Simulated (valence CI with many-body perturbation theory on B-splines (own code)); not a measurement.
# Sr XXIV: electric-dipole lines

Computed by configuration interaction combined with many-body perturbation theory (CI+MBPT): five valence electrons over a frozen Dirac-Fock core [Ne], a basis of 11 s, 11 p, 10 d, 8 f, 5 g, 2 h functions for each j, with the one-electron correlation potential Σ1, the two-electron term Σ2, the three-electron term Σ3, Breit, model QED; selected CI, second order for the rest, scaled by the run's own slope (own B-spline code, finite nucleus).

No measured levels were compared; by estimate levels of excited configurations hold to 0.05 to 0.15 % of their energy, terms of the ground configuration to about 0.5 %. Among the levels kept, up to 3500 cm⁻¹ of a level comes from second order outside the variational space, and about a tenth of that is noise between levels of different J, which matters for small intervals.

Lines 201 to 250 of 590 in falling wavelength, among levels below 2120200 cm⁻¹, chosen from the strongest by gf and those to the six lowest levels. Wavelengths and rates use the calculated energies, so an error of 400 cm⁻¹ moves a line at 12.30 nm by 0.049 % and its rate by three times that or more. Electric multipoles are in the length gauge with retardation, E1 and E2 with the static RPA response of the core. Weak lines are less certain than strong ones. Lines between different terms over intervals too small for the method are left out, as are lines whose strength nearly cancels. Where a level lies close to another of its J and parity, the split of strength between their lines is uncertain. The highest levels of a list are the least certain.

Names give the largest LS component (configuration and term), which can be under half, so a name can repeat, a term be missing and a line seem to break the LS rules; names also repeat where a configuration has a term twice. Letters in brackets count levels of one name in rising energy.

```tsv
λ vac (nm)	Upper	Lower	A (s⁻¹)	S (a.u.)
12.30	3s3p³3d ²G°_9/2 [b]	3s²3p²3d ²F_7/2 [a]	9.22e+09	8.46e-02
12.29	3s²3p3d² ⁴S°_3/2 [b]	3s²3p²3d ²S_1/2	1.66e+10	6.10e-02
12.28	3s²3p3d² ²D°_3/2 [a]	3s²3p²3d ²D_3/2 [c]	8.99e+09	3.28e-02
12.27	3s3p⁴ ²P_1/2 [a]	3s²3p³ ⁴S°_3/2	5.28e+09	9.62e-03
12.25	3s3p³3d ⁴D°_5/2 [e]	3s²3p²3d ²F_7/2 [a]	1.95e+10	1.06e-01
12.24	3s3p³3d ⁴D°_7/2 [a]	3s3p⁴ ⁴P_5/2	4.57e+08	3.31e-03
12.24	3s3p³3d ⁴D°_7/2 [e]	3s²3p²3d ⁴F_7/2	1.15e+10	8.31e-02
12.21	3s3p³3d ²F°_5/2 [e]	3s²3p²3d ²G_7/2	8.15e+09	4.39e-02
12.20	3s²3p²3d ⁴D_5/2	3s²3p³ ²D°_3/2	3.91e+09	2.10e-02
12.19	3s²3p3d² ⁴P°_1/2	3s²3p²3d ⁴P_3/2	2.56e+10	4.58e-02
12.19	3s3p³3d ⁴D°_3/2 [c]	3s²3p²3d ⁴F_3/2	2.20e+10	7.89e-02
12.18	3s3p³3d ²D°_5/2 [e]	3s²3p²3d ²D_5/2 [c]	3.74e+10	2.00e-01
12.18	3s3p³3d ²F°_7/2 [b]	3s²3p²3d ⁴D_5/2	1.45e+10	1.04e-01
12.17	3s3p³3d ²D°_3/2 [b]	3s3p⁴ ²P_1/2 [a]	1.99e+10	7.07e-02
12.16	3s²3p3d² ²F°_5/2 [a]	3s²3p²3d ²F_7/2 [b]	1.41e+10	7.52e-02
12.13	3s3p²3d² ⁶G_9/2	3s3p³3d ⁶D°_7/2	6.40e+09	5.64e-02
12.12	3s3p³3d ²F°_7/2 [d]	3s²3p²3d ²F_7/2 [b]	1.10e+10	7.75e-02
12.11	3s²3p²3d ²P_1/2 [b]	3s²3p³ ²P°_3/2	1.70e+09	2.99e-03
12.11	3s3p³3d ²G°_9/2 [b]	3s²3p²3d ⁴F_7/2	1.05e+10	9.22e-02
12.10	3s3p³3d ⁴P°_5/2 [a]	3s3p⁴ ²D_3/2	1.28e+10	6.72e-02
12.09	3s²3p²3d ⁴P_1/2	3s²3p³ ²P°_1/2	6.88e+08	1.20e-03
12.08	3s3p³3d ⁴D°_3/2 [a]	3s3p⁴ ⁴P_5/2	9.17e+08	3.19e-03
12.07	3s²3p3d² ²F°_5/2 [a]	3s²3p²3d ⁴P_3/2	6.33e+09	3.30e-02
12.07	3s3p³3d ⁴D°_1/2 [d]	3s²3p²3d ⁴D_3/2	3.64e+10	6.32e-02
12.07	3s3p³3d ⁴D°_3/2 [e]	3s²3p²3d ⁴D_5/2	2.06e+10	7.16e-02
12.07	3s3p³3d ⁴D°_5/2 [e]	3s²3p²3d ⁴F_7/2	4.02e+10	2.09e-01
12.06	3s²3p3d² ⁴S°_3/2 [b]	3s²3p²3d ²P_3/2 [b]	3.45e+10	1.19e-01
12.03	3s²3p3d² ⁴D°_7/2 [a]	3s²3p²3d ⁴P_5/2	2.96e+10	2.04e-01
12.03	3s3p³3d ²D°_5/2 [d]	3s²3p²3d ²F_7/2 [b]	2.92e+10	1.50e-01
12.03	3s3p³3d ²P°_3/2 [d]	3s²3p²3d ²D_3/2 [a]	1.91e+10	6.56e-02
12.02	3s²3p²3d ²D_3/2 [b]	3s²3p³ ²P°_3/2	7.09e+08	2.43e-03
12.02	3s²3p3d² ²D°_5/2 [a]	3s²3p²3d ²D_3/2 [c]	1.74e+10	8.96e-02
12.01	3s3p³3d ⁴D°_7/2 [e]	3s²3p²3d ²F_5/2	8.19e+09	5.60e-02
12.00	3s3p³3d ⁴F°_5/2	3s3p⁴ ⁴P_5/2	1.42e+09	7.25e-03
11.99	3s²3p3d² ⁴P°_5/2 [a]	3s²3p²3d ²D_5/2 [a]	2.47e+10	1.26e-01
11.98	3s3p³3d ²F°_7/2 [b]	3s²3p²3d ⁴F_9/2	1.71e+10	1.16e-01
11.97	3s²3p²3d ²D_5/2 [b]	3s²3p³ ²P°_3/2	5.81e+09	2.95e-02
11.93	3s²3p²3d ²P_1/2 [a]	3s²3p³ ²D°_3/2	3.13e+09	5.26e-03
11.92	3s²3p²3d ²G_7/2	3s²3p³ ²D°_5/2	7.49e+09	5.01e-02
11.92	3s²3p3d² ²P°_3/2	3s²3p²3d ²D_5/2 [d]	1.09e+10	3.65e-02
11.89	3s²3p3d² ⁴D°_1/2 [b]	3s²3p²3d ²D_3/2 [b]	3.53e+10	5.85e-02
11.88	3s²3p3d² ²F°_7/2 [a]	3s²3p²3d ²D_5/2 [a]	1.51e+10	9.99e-02
11.87	3s²3p3d² ²F°_7/2 [b]	3s²3p²3d ²F_7/2 [c]	2.65e+10	1.75e-01
11.86	3s²3p3d² ²H°_9/2	3s²3p²3d ²G_7/2	3.96e+10	3.25e-01
11.84	3s²3p3d² ⁴G°_9/2	3s²3p²3d ⁴F_9/2	5.74e+09	4.71e-02
11.83	3s3p³3d ⁴D°_3/2 [d]	3s²3p²3d ²F_5/2	5.57e+10	1.82e-01
11.83	3s3p³3d ²F°_5/2 [c]	3s²3p²3d ⁴D_3/2	6.44e+09	3.16e-02
11.83	3s3p⁴ ²P_3/2	3s²3p³ ²D°_5/2	5.76e+10	1.88e-01
11.80	3s²3p3d² ⁴P°_5/2 [b]	3s²3p²3d ²D_5/2 [a]	2.12e+10	1.03e-01
11.79	3s3p³3d ⁴F°_7/2	3s3p⁴ ⁴P_5/2	8.52e+08	5.51e-03
```
